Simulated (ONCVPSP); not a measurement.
**PBE ONCV dataset for ruthenium (Ru), fully relativistic all-electron reference.**

- Element: Ru
- Generator: ONCVPSP 4.0.1
- Type: optimised norm-conserving Vanderbilt (ONCV)
- Functional: PBE
- Relativity: fully relativistic
- Frozen core: [Ar] 3d10
- Valence charge: 16
- Reference configuration: 4s2 4p6 4d7.5 5s0.5
- Partial waves: 4s+5s: rc 1.60 bohr, ncon 4, nbas 8, qcut 6.9 1/bohr, 2 projectors; 4p: rc 1.75 bohr, ncon 3, nbas 6, qcut 9.5 1/bohr, 2 projectors, debl 0.4 Ha; 4d: rc 1.40 bohr, ncon 4, nbas 7, qcut 6.7 1/bohr, 1 projector
- Local potential: polynomial inside 1.35 bohr (lpopt 2, dvloc0 0 Ha)
- Core correction: Teter function, fcfact 3.75, rcfact 1.6

Open shells are filled in proportion to 2j + 1.

In the p channel the program set the typed energies aside and used -1.615, 0.250 Ha (j = l + 1/2; the other j can differ).

All-electron outer shells of the reference configuration (PBE, scalar-relativistic, ld1.x):

```csv
shell,level (eV),outermost node (bohr),outermost maximum (bohr)
3d,-271.56,–,0.30
4s,-74.90,0.48,0.92
4p,-45.01,0.49,0.98
4d,-4.12,0.48,1.23
5s,-3.80,1.24,2.80
```

Task: Does the generator finish with these settings?

Result: Yes, a potential is produced and its reference levels are reproduced.

Task: Estimate the cutoffs (Ha) at which the residual kinetic energy of the hardest occupied pseudo-wave falls to 1 and 0.1 mHa per electron.

Result: 24 Ha and 74 Ha.

Task: Does the potential have ghost states?

Result: No bound ghost flagged; no localised positive-energy state flagged.

Task: Which valence shell sets the plane-wave cutoff?

Result: 4d: 24 Ha for 1 mHa per electron, against 19 Ha for 4s.

Task: Tests: 4s2 4p6 4d7 5s1; 4s2 4p6 4d7 5s0; 4s2 4p6 4d6 5s0; 4s1 4p6 4d7 5s1. Which has the largest error in its energy relative to the reference configuration, and how large is it?

Result: 4s1 4p6 4d7 5s1, with -174 meV (all-electron minus pseudo) on +82.99 eV.
